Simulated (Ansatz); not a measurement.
Species: C$_{9}$H$_{6}$BNS, SMILES `Bc1cc(C#N)cc2ccsc12` (charge 0, multiplicity 1).

### Question
Give a relaxed geometry from r2SCAN-D4/def2-SVP run with Ansatz (a quantum-chemistry and plane-wave program).

### Answer
Several could match; the one computed here: the end point of this relaxation, one of several conformers (outside a Z-matrix the atoms follow the SMILES, hydrogens last).
Cartesian coordinates (Å) in one orientation:
```xyz
18

B     -1.637     2.305    -0.580
C     -0.953     0.968    -0.228
C     -1.725    -0.145     0.146
C     -1.139    -1.389     0.476
C     -1.970    -2.492     0.850
N     -2.649    -3.389     1.154
C      0.255    -1.547     0.440
C      1.070    -0.465     0.073
C      2.502    -0.407    -0.030
C      2.939     0.826    -0.418
S      1.651     1.965    -0.676
C      0.453     0.777    -0.255
H     -0.979     3.265    -0.902
H     -2.839     2.389    -0.532
H     -2.813    -0.048     0.182
H      0.701    -2.512     0.697
H      3.164    -1.249     0.179
H      3.969     1.148    -0.574
```
